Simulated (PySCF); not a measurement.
CH₃NOSi.
Cartesian coordinates in Å at the PBE0-D3(BJ)/def2-SVP level; atoms count from 1:
```xyz
7
CH3NOSi angstrom
N      2.521   -0.692    0.141
C      1.450   -0.261    0.031
Si    -0.287    0.407   -0.116
O     -1.340   -0.828   -0.416
H     -0.327    1.317   -1.282
H     -0.548    1.113    1.168
H     -1.391   -1.554    0.214
```

The calculation used core-valence-separated Tamm–Dancoff BHandHLYP/aug-pcX-1 (pcseg-1 on H, def2-SVPD on Si) in PySCF, non-relativistic, gas phase, PBE0-D3(BJ)/def2-SVP geometry. BHandHLYP without relativity tends to put these K edges a few eV too low, so spacings mean more than positions.

The lowest roots of each edge with f over 0.003 (five at most, numbered afresh; weaker and dark ones are left out), with transition dipoles (au) in the frame of the coordinates:

```
root  edge  E (eV)       μx       μy       μz
   1     C  282.88  -0.0307  -0.0751   0.0075
   2     C  283.00   0.0037  -0.0102  -0.0856
   3     C  286.60  -0.0182  -0.0409   0.0026
   4     C  286.93  -0.0305  -0.0045  -0.0022
   5     C  287.13   0.0253  -0.0325  -0.0026
   6     N  396.58   0.0305   0.0732  -0.0107
   7     N  396.83  -0.0029   0.0127   0.0793
   8     N  402.77   0.0150  -0.0119  -0.0032
   9     O  531.80   0.0146  -0.0079   0.0280
  10     O  533.34  -0.0240  -0.0413   0.0124
  11     O  534.11   0.0002   0.0063   0.0183
  12     O  534.30  -0.0273   0.0192   0.0052
  13     O  535.07   0.0090   0.0004   0.0140
```

Q: What are the oscillator strengths?

A: f = (2/3) ΔE |μ|², with ΔE in hartree (27.2114 eV):

```csv
root,ΔE (Eh),|μ|² (au),f,core hole on
1,10.3955,0.006639,0.046,C2
2,10.4002,0.007445,0.052,C2
3,10.5323,0.002011,0.014,C2
4,10.5445,0.000955,0.007,C2
5,10.5520,0.001703,0.012,C2
6,14.5741,0.006403,0.062,N1
7,14.5833,0.006458,0.063,N1
8,14.8016,0.000377,0.004,N1
9,19.5433,0.001060,0.014,O4
10,19.5999,0.002435,0.032,O4
11,19.6280,0.000375,0.005,O4
12,19.6352,0.001141,0.015,O4
13,19.6635,0.000277,0.004,O4
```

Q: Molecules are fixed in this frame and the field points along y. What effective strengths 3 f cos²θ do the roots have (θ between field and μ)?

A: root 1 (C2): 0.117, root 2 (C2): 0.002, root 3 (C2): 0.035, root 4 (C2): 0.000, root 5 (C2): 0.022, root 6 (N1): 0.156, root 7 (N1): 0.005, root 8 (N1): 0.004, root 9 (O4): 0.002, root 10 (O4): 0.067, root 11 (O4): 0.002, root 12 (O4): 0.014, root 13 (O4): 0.000. Root 6 is the strongest. Averaged over all orientations cos²θ is 1/3, which gives f back.

One conformer stands for the species.
